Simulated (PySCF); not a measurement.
GeH4SSe, SMILES [Se](S)[GeH3]. Geometry: PBE-D3(BJ)/def2-SVP. The structure was generated by enumeration, and PubChem lists no compound with its InChIKey, so it may never have been made. One conformer was computed; it need not be the lowest.

Computed equilibrium geometry at PBE-D3(BJ)/def2-SVP (PySCF confirms it by a frequency run) as bond lengths and angles (one conformer of several):
Atoms: Se1 S2 H3 Ge4 H5 H6 H7. Bond lengths (Å): Se1–S2 2.247, Se1–Ge4 2.389, S2–H3 1.367, Ge4–H5 1.554, Ge4–H6 1.548, Ge4–H7 1.550. Bond angles (°): S2–Se1–Ge4 96.0, Se1–S2–H3 97.1, Se1–Ge4–H5 106.5, Se1–Ge4–H6 109.4, Se1–Ge4–H7 109.2, H5–Ge4–H6 110.9, H5–Ge4–H7 110.5, H6–Ge4–H7 110.3.
Charge 0, spin multiplicity 1.
